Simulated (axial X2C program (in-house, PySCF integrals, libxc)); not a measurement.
Worked dissociation energy of KB: HF, without spin–orbit coupling

Computed with an in-house all-electron X2C program for linear molecules (integrals from PySCF). Spin-free means the one-electron spin-free X2C Hamiltonian. Basis: K dyall-cv3z [11s12p6d3f], B dyall-v3z [7s6p2d1f] (cores contracted in-house); Gaussian nuclei, density fitting, unrestricted open shells. Masses: K 38.964 u, B 11.009 u.

Molecular state: M_S = 1, Λ = 1 (beyond evenly filled blocks: σα, π+α).

- E(K) (2M_S = 1, M_L = 0): -601.464351 hartree
- E(B) (2M_S = 1, M_L = 0): -24.539785 hartree
- E(KB) at Re: -626.014356 hartree
- ωe: 282.7 cm⁻¹

(1) Work out De and D0.

One determinant describes the state; a PBE0 search over occupations chose it and may have missed a lower one. De is counted from the lowest determinant-based energies of the atoms at the same level, without counterpoise correction. Other states lie close and PBE0, whose exact exchange favours high spin, may order them wrongly; the determinant shown need not be the ground state. The nearest other spin-free determinant of the search, M_S = 0, Λ = 1, lies 0.22 eV up at the distance of the search. The atomic limit has a lower orbital projection than the molecule and lies lower at mean-field level, so De may be about a tenth of an eV too small. The stretched end of a curve changes character and is left out.

Hartree–Fock lacks correlation and underbinds, often by eV.

Each atomic determinant is the lowest at this level and need not be a pure term. Totals compare only within one Hamiltonian and basis.

Results:

(1) De = -601.464351 + (-24.539785) − (-626.014356) = 0.01022 hartree = 0.278 eV. The zero-point energy is ωe/2 = 141 cm⁻¹ = 0.018 eV, so D0 = 0.261 eV.
